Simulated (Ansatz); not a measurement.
```xyz
13

N     0.759    1.726    0.941
Si   -0.309    1.578   -0.384
O    -1.315    0.278   -0.379
Ge   -0.919   -1.425   -0.110
N     0.901   -1.589   -0.285
H     1.523    1.077    1.039
H     0.446    2.076    1.831
H     0.523    1.523   -1.614
H    -1.188    2.772   -0.374
H    -1.280   -1.807    1.334
H    -1.721   -2.200   -1.167
H     1.340   -2.208    0.381
H     1.240   -1.801   -1.212
```

Total charge 0; spin multiplicity 1.

(1) List the r2SCAN/def2-TZVPP orbital energies in eV (the Gaussian-basis code of Ansatz). (An estimate is asked.)

## Answers

(1) The calculation gave: Occupied: -10834.67, -1791.01, -1349.69, -1199.74, -1199.74, -1199.73, -515.17, -385.13, -384.46, -167.97, -141.32, -117.68, -117.66, -117.63, -96.20, -96.18, -96.17, -31.12, -30.99, -30.93, -30.89, -30.88, -25.07, -22.18, -21.87, -14.55, -12.88, -12.55, -12.31, -10.73, -10.18, -9.67, -8.94, -8.78, -7.84, -7.05, -6.73, -6.16. Lowest empty: 0.14, 0.39, 0.83, 1.10, 1.76, 2.19, 2.44, 2.65.
